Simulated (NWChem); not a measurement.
Species: C₃H₇O anion

```xyz
11

C     -0.6470     0.0847     1.2680
C      0.1705    -0.3222     0.0000
C     -0.6470     0.0847    -1.2680
O      1.4136     0.1659     0.0000
H     -0.7405     1.1847     1.3038
H     -1.6611    -0.3634     1.2959
H     -0.0933    -0.2366     2.1640
H      0.1256    -1.4670     0.0000
H     -0.7405     1.1847    -1.3038
H     -1.6611    -0.3634    -1.2959
H     -0.0933    -0.2366    -2.1640
```
Atoms are numbered in this order, from 1.

Results from NWChem. Sets without diffuse functions describe the anion's extra electron poorly. All runs use the structure optimised with B3LYP/def2-SVPD. No frequency run checked for a minimum. The highest occupied level is positive, so the extra electron may be held by the finite basis. B3LYP is NWChem's, with the RPA form of VWN correlation. Atomic charges in e: unrestrained fits to the electrostatic potential beside Mulliken populations; buried atoms are poorly determined by the fit.

Q: Estimate the computed values for B3LYP/def2-SVP. Quantities: ESP C1; Mulliken C1; ESP C2; Mulliken C2; ESP C3; Mulliken C3; ESP O4; Mulliken O4; relative RMS misfit of the potential (%).

A: 
- ESP C1 = -0.08
- Mulliken C1 = 0.07
- ESP C2 = 0.89
- Mulliken C2 = 0.17
- ESP C3 = -0.09
- Mulliken C3 = 0.07
- ESP O4 = -0.98
- Mulliken O4 = -0.62
- relative RMS misfit of the potential (%) = 4
